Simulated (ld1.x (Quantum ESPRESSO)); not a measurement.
# Scattering properties, PAW potential for tantalum (Ta)

- Element: Ta (Z = 73)
- Generator: ld1.x (Quantum ESPRESSO) 7.5
- Type: PAW
- Functional: PBE
- Relativity: scalar-relativistic
- Frozen core: [Kr] 4d10 4f14
- Valence charge: 13
- Reference configuration: 5s2 5p6 5d3 6s2 6p0
- Partial waves: 5s (bound): rcut 1.42, rcutus 1.54 bohr; 6s (bound): rcut 1.42, rcutus 1.54 bohr; 5p (bound): rcut 2.40, rcutus 2.76 bohr; 6p (bound, empty): rcut 2.40, rcutus 2.76 bohr; 5d (bound): rcut 1.48, rcutus 2.04 bohr; 5d channel at 0.35 Ry: rcut 1.48, rcutus 2.04 bohr
- Local potential: all-electron potential smoothed inside 2.04 bohr (lloc = -1)
- Core correction: Bessel-smoothed model core inside 1.10 bohr
- Augmentation charge: PSQ, inside the norm-conserving radii

The phase is arctan(r·u′/u) with u = r·R(r), unwrapped; energies in Ry, scanned from -7 to 5 Ry. A pole is an energy at which the radial function vanishes at the test radius. The pseudo phase is shifted by a multiple of π to meet the all-electron one at the reference energy, and phase errors are pseudo minus all-electron; the curves can meet again beyond the range given. Levels narrower than the energy grid can be missing from the lists of poles.

Q: For each channel, where are the poles, and over which energies does the pseudopotential scatter like the atom?

A:

| channel | radius (bohr) | reference energy (Ry) | poles, all-electron | poles, pseudo | unbroken range about the reference energy with phases within 0.05 rad | phase error 1 Ry above the reference energy (rad) |
| --- | --- | --- | --- | --- | --- | --- |
| p | 3.01 | -0.10 | -2.86, 2.52 | -2.86, 2.24 | below 2.8 | -0.017 |
| d | 3.01 | -0.26 | 0.14, 4.85 | 0.14, 4.89 | the whole range | +0.000 |

The ghost test of this file was not conclusive. Its overlap operator is not positive definite in a basis up to 400 Ry (lowest eigenvalue s -3.28), so the file is unfit for use: the generalised eigenproblem breaks down once the basis is large enough, and its test numbers describe a broken file.

Phases in the d channel:

| E (Ry) | all-electron | pseudo |
| --- | --- | --- |
| -7.00 | 1.444 | 1.444 |
| -6.48 | 1.439 | 1.439 |
| -5.96 | 1.434 | 1.434 |
| -5.44 | 1.427 | 1.427 |
| -4.92 | 1.419 | 1.419 |
| -4.40 | 1.410 | 1.410 |
| -3.88 | 1.399 | 1.399 |
| -3.36 | 1.385 | 1.386 |
| -2.84 | 1.368 | 1.368 |
| -2.32 | 1.343 | 1.343 |
| -1.80 | 1.305 | 1.305 |
| -1.28 | 1.235 | 1.235 |
| -0.76 | 1.018 | 1.018 |
| -0.24 | -1.029 | -1.028 |
| 0.28 | -1.637 | -1.637 |
| 0.80 | -1.797 | -1.797 |
| 1.32 | -1.980 | -1.980 |
| 1.84 | -2.469 | -2.467 |
| 2.36 | -3.809 | -3.804 |
| 2.88 | -4.369 | -4.366 |
| 3.40 | -4.542 | -4.540 |
| 3.92 | -4.626 | -4.624 |
| 4.44 | -4.680 | -4.677 |
| 4.96 | -4.721 | -4.717 |
